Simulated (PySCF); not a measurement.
Vertical excitations of a molecule C4H6Si from TDDFT-PBE0/def2-SVPD run with PySCF, as energy in eV (oscillator strength): 4.37 (0.056), 5.64 (0.000), 5.95 (0.005), 6.30 (0.061), 6.40 (0.000), 6.40 (0.008), 7.23 (0.000), 7.26 (0.000), 7.32 (0.152), 7.50 (0.038). Lowest triplet (TDA): 2.58 eV. Geometry: r2SCAN-D4/def2-SVP. Other conformers were not sampled.

Task: Identify the compound among the candidates.
A) C1=C[SiH2]C=C1
B) C#C/C=C/[SiH3]
C) C=CC#C[SiH3]
D) C#CC(=C)[SiH3]

Result: A, C1=C[SiH2]C=C1
